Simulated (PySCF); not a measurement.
Two species compared at the same levels of theory.

First species: C4H8Cl2O2Si.
Structure used (GFN2-xTB), in Å, numbered top down from 1:
```xyz
17
C4H8Cl2O2Si angstrom
Cl     3.6255    1.2249    0.1261
C      2.6483   -0.1649   -0.3627
Cl     3.4492   -1.6546    0.1514
Si     0.9634   -0.0531    0.5139
O      0.2295    1.3096    0.0217
C     -1.1749    1.3341   -0.0831
C     -1.7104    0.1002   -0.8013
C     -1.3302   -1.1774   -0.0608
O      0.0665   -1.3239    0.0466
H      2.6381   -0.1739   -1.4512
H      1.1580   -0.0518    1.9620
H     -1.4321    2.2434   -0.6333
H     -1.6049    1.3969    0.9230
H     -2.7945    0.1659   -0.8833
H     -1.2763    0.0639   -1.8018
H     -1.6975   -2.0565   -0.5973
H     -1.7646   -1.1708    0.9454
```

Second species: 3-ethylpentane, C7H16.
Atom-mapped SMILES: `[CH3:1][CH2:2][CH:3]([CH2:4][CH3:5])[CH2:6][CH3:7]` (hydrogens: H8, H9, H10 on C1; H11, H12 on C2; H13 on C3; H14, H15 on C4; H16, H17, H18 on C5; H19, H20 on C6; H21, H22, H23 on C7)

Levels: PBE0/pcSseg-1 for HOMO energy, LUMO energy and HOMO–LUMO gap. Geometries: GFN2-xTB. Each species is one conformer at its optimised geometry, gas phase, non-relativistic unless stated; the electronic structure was computed with PySCF and density fitting.

The conformers computed, where there is a choice (atom-mapped SMILES and torsion angles):
- `[CH3:1][CH2:2][CH:3]([CH2:4][CH3:5])[CH2:6][CH3:7]`: C1–C2–C3–C4 64°, C2–C3–C4–C5 158°, C2–C3–C6–C7 -60°

The conformers of `ClC(Cl)[SiH]1OCCCO1` aren't listed.

| property | column X | column Y |
| --- | --- | --- |
| HOMO energy | -7.94 eV | -8.48 eV |
| LUMO energy | 0.19 eV | 1.49 eV |
| HOMO–LUMO gap | 8.13 eV | 9.97 eV |

**Question.** Which column belongs to which species?

**Answer.** Column X is the first species and column Y the second. The first has 17 atoms and 96 electrons, the second 23 and 58.

**Question.** How does each property change from the first species to the second?

**Answer.** HOMO energy -0.54 eV; LUMO energy +1.30 eV; HOMO–LUMO gap +1.84 eV.

